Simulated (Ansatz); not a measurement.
C₇H₁₄N₂O₃S⁻, that is 1-ethyl-3-methylimidazolium mesylate with one electron more. Charge -1, multiplicity 2. Geometry PBE-D4/def2-SVP; atoms count from 1.

```xyz
27

C     1.239   -1.880    1.706
C     0.554   -2.123    0.365
N    -0.876   -1.788    0.391
C    -1.691   -2.166   -0.690
C    -2.541   -1.137   -0.994
N    -2.313   -0.091   -0.117
C    -2.623    1.299   -0.356
C    -1.312   -0.487    0.816
H     2.268   -2.296    1.683
H     0.684   -2.358    2.542
H     1.329   -0.789    1.888
H     1.070   -1.508   -0.411
H     0.623   -3.197    0.075
H    -1.613   -3.162   -1.142
H    -3.345   -1.093   -1.740
H    -1.716    1.870   -0.670
H    -3.015    1.768    0.577
H    -3.407    1.374   -1.137
H    -0.536    0.258    1.072
C     2.945    2.640   -0.604
S     1.367    1.736   -0.365
O     0.320    2.727   -0.800
O     1.495    0.530   -1.253
O     1.354    1.437    1.116
H     2.925    3.553    0.022
H     3.778    1.978   -0.297
H     3.036    2.905   -1.675
```

The highest occupied level of the relaxed charge -1 doublet lies above zero (up to 0.82 eV). By energy differences it is unbound by 0.27 eV (each at its own geometry, against the charge 0 singlet, at PBE0-D4/def2-SVP) and held by the finite basis.

Question: Estimate the Mulliken populations from the PBE0/def2-SVP orbitals of Ansatz.

Answer: 
```json
{"atom": "C1", "charge (e)": "-0.10", "spin (α − β)": "0.00"}
{"atom": "C2", "charge (e)": "0.06", "spin (α − β)": "0.01"}
{"atom": "N3", "charge (e)": "-0.36", "spin (α − β)": "0.15"}
{"atom": "C4", "charge (e)": "0.02", "spin (α − β)": "0.05"}
{"atom": "C5", "charge (e)": "0.06", "spin (α − β)": "-0.05"}
{"atom": "N6", "charge (e)": "-0.35", "spin (α − β)": "0.13"}
{"atom": "C7", "charge (e)": "0.06", "spin (α − β)": "-0.01"}
{"atom": "C8", "charge (e)": "0.07", "spin (α − β)": "0.68"}
{"atom": "H9", "charge (e)": "0.01", "spin (α − β)": "0.00"}
{"atom": "H10", "charge (e)": "0.01", "spin (α − β)": "0.00"}
{"atom": "H11", "charge (e)": "0.09", "spin (α − β)": "0.00"}
{"atom": "H12", "charge (e)": "0.07", "spin (α − β)": "0.02"}
{"atom": "H13", "charge (e)": "-0.01", "spin (α − β)": "0.00"}
{"atom": "H14", "charge (e)": "0.00", "spin (α − β)": "0.00"}
{"atom": "H15", "charge (e)": "0.00", "spin (α − β)": "0.00"}
{"atom": "H16", "charge (e)": "0.09", "spin (α − β)": "0.01"}
{"atom": "H17", "charge (e)": "0.02", "spin (α − β)": "0.02"}
{"atom": "H18", "charge (e)": "0.00", "spin (α − β)": "0.00"}
{"atom": "H19", "charge (e)": "0.06", "spin (α − β)": "-0.01"}
{"atom": "C20", "charge (e)": "-0.15", "spin (α − β)": "0.00"}
{"atom": "S21", "charge (e)": "0.95", "spin (α − β)": "0.00"}
{"atom": "O22", "charge (e)": "-0.58", "spin (α − β)": "0.00"}
{"atom": "O23", "charge (e)": "-0.58", "spin (α − β)": "0.00"}
{"atom": "O24", "charge (e)": "-0.58", "spin (α − β)": "0.00"}
{"atom": "H25", "charge (e)": "0.05", "spin (α − β)": "0.00"}
{"atom": "H26", "charge (e)": "0.05", "spin (α − β)": "0.00"}
{"atom": "H27", "charge (e)": "0.05", "spin (α − β)": "0.00"}
```
Mulliken values depend strongly on the basis.

Question: Where does the spin sit?

Answer: Summed by element: C 0.68, N 0.27, H 0.04, S 0.00, O 0.01, of 1 unpaired in all. Largest on single atoms: C8 0.68, N3 0.15, N6 0.13.

Question: And the Mayer bond orders between heavy atoms (over 0.3)?

Answer: C1–C2 1.10 (1.53 Å); C2–N3 0.96 (1.47 Å); N3–C4 1.11 (1.41 Å); N3–C8 1.06 (1.44 Å); C4–C5 1.65 (1.37 Å); C5–N6 1.14 (1.38 Å); N6–C7 0.98 (1.44 Å); N6–C8 1.06 (1.42 Å); C20–S21 0.86 (1.83 Å); S21–O22 1.50 (1.51 Å); S21–O23 1.52 (1.50 Å); S21–O24 1.47 (1.51 Å).
